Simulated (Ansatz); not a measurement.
Program: Ansatz. Geometries: PBE0-D4/def2-TZVP. ΔE: electronic, gas phase. CBS: MP2 limit from def2 TZ/QZ plus the TZ coupled-cluster correction, frozen cores. This one scheme is used for every species. DFT in def2-TZVPP. B3LYP here is the variant with VWN-RPA as its local correlation; programs differ in this. Elements past krypton have def2 core potentials. For Ta outer-core shells are correlated without core-valence functions, which leaves a few kJ/mol of doubt a bond. One conformer a species, not always the lowest.

Consider the ligand exchange at a Ta–Cl bond: `[OH][Ta]([OH])([OH])([OH])[Cl]` + H–F → `[OH][Ta]([OH])([OH])([OH])[F]` + HCl.

`[OH][Ta]([OH])([OH])([OH])[Cl]`:

```xyz
10

O     0.513   -0.120    1.828
Ta    0.001    0.001    0.000
O    -0.859   -0.154   -1.690
O    -0.076    1.895    0.020
O     1.663   -0.639   -0.651
Cl   -1.797   -1.421    0.714
H     0.151   -0.533    2.611
H    -1.618   -0.628   -2.027
H    -0.384    2.394   -0.740
H     2.407   -0.793   -0.064
```

H–F:

Cartesian coordinates in Å:
```
F 0.259 -0.268 0.270
H -0.259 0.268 -0.270
```

`[OH][Ta]([OH])([OH])([OH])[F]`:

Z-matrix (Å, degrees):
```
Ta
O 1 1.910
O 1 1.930 2 84.9
F 1 1.900 2 170.0 3 0.0
O 1 1.902 2 93.9 3 -121.7
O 1 1.903 2 93.9 3 121.7
H 1 2.515 2 104.8 3 0.0
H 1 2.579 2 76.3 3 -121.7
H 1 2.579 2 76.3 3 121.7
H 2 0.956 1 136.5 3 -0.0
```

HCl:

```xyz
2

Cl    0.453   -0.311   -0.327
H    -0.453    0.311    0.327
```

Task: Is it downhill or uphill in electronic energy at CCSD(T)/CBS, and by how much? (Estimate.)

Result: The calculation gave: Downhill: ΔE = -14.2 kJ/mol.

Task: What do these levels give: PBE-D4, B3LYP, SCS-MP2/def2-TZVPP, CCSD/def2-TZVPP, CCSD(T)/def2-TZVPP, MP2/CBS(def2)? (An estimate is asked.)

Result: The calculation gave: PBE-D4 -16.8, B3LYP -28.6, SCS-MP2/def2-TZVPP -18.5, CCSD/def2-TZVPP -24.2, CCSD(T)/def2-TZVPP -19.5, MP2/CBS(def2) -4.7 kJ/mol.

Largest T1 diagnostic among the species: 0.018.

In def2-TZVPP, CCSD(T) changes the Hartree–Fock value by +14.5 kJ/mol (the triples alone add +4.8 kJ/mol) and MP2 by +24.0 kJ/mol. The D4 term adds +5.8 kJ/mol with B3LYP and +3.2 kJ/mol with PBE0; it sums over pairs of atoms, weighted by their polarisabilities, and B3LYP, whose exchange is more repulsive, gets the larger term.
